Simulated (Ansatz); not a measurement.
CH7InSi (`[SiH3][CH2][InH2]`). The species carries charge 0 and has multiplicity 1. In takes the def2 core potential.

Cartesian coordinates in Å:
```
Si -0.568 -0.940 1.012
C 0.706 -0.381 -0.222
In 0.209 1.508 -1.148
H -0.232 -2.243 1.651
H -1.898 -1.088 0.355
H -0.720 0.071 2.097
H 0.802 -1.134 -1.009
H 1.672 -0.274 0.278
H 0.757 2.971 -0.416
H -0.727 1.510 -2.598
```

Problem. List the harmonic frequencies (cm⁻¹, unscaled) at PBE0-D4/def2-TZVP in Ansatz. (Estimate.)

Solution. The calculation gave: 61, 106, 112, 340, 436, 484, 499, 595, 671, 747, 747, 934, 949, 956, 973, 978, 1386, 1810, 1813, 2201, 2203, 2204, 3066, 3132.

Problem. Is this a minimum?

Solution. Yes, all 24 modes are real.

Problem. Give the ideal-gas thermochemistry at 298.15 K and 1 bar (rigid rotor, harmonic oscillator; point group Cs, symmetry number 1).

Solution. Zero-point energy 163.9 kJ/mol; H(298) − E = 184.5 kJ/mol; entropy 351.1 J/(mol·K), of which translation 172.3, rotation 110.6, vibration 68.1; G(298) − E = 79.8 kJ/mol. Modes under 100 cm⁻¹ are hindered rotations or soft bends, so the harmonic entropy is rough.

Problem. Rotational constants (cm⁻¹)?

Solution. 0.5637, 0.05344, 0.05152.
